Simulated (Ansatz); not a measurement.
Problem. Predict a relaxed structure of [WO3S]2- (WSO₃²⁻), charge -2, singlet, at PBE-D4/def2-SVPD (Ansatz).

Solution. 
```xyz
5

W    -0.0294   -0.0194   -0.0800
O    -1.1903   -1.3844   -0.0113
O    -0.8630    1.3936   -0.8044
O     1.3268   -0.4865   -1.1564
S     0.7559    0.4967    2.0521
```
Point group C3v (tolerance 0.1 Å). The metal has 4 neighbours: O 1.79 Å, O 1.79 Å, O 1.79 Å, S 2.33 Å. This is one stationary point.

In the def2 sets W takes a core potential; there is no spin–orbit coupling. A multiply charged anion in the gas phase is held together partly by the finite basis. Removing one electron lowers the energy by 0.66 eV at PBE0-D4/def2-TZVPD, so it isn't bound. The highest occupied level of the charge -2 singlet lies above zero (up to 3.48 eV). By energy differences it is unbound by 0.65 eV (vertical, to the charge -1 doublet, at LC-ωPBE (ω = 0.30 bohr⁻¹)/def2-TZVPD) and held by the finite basis. The relaxation made no stability test and no search for a lower SCF solution.
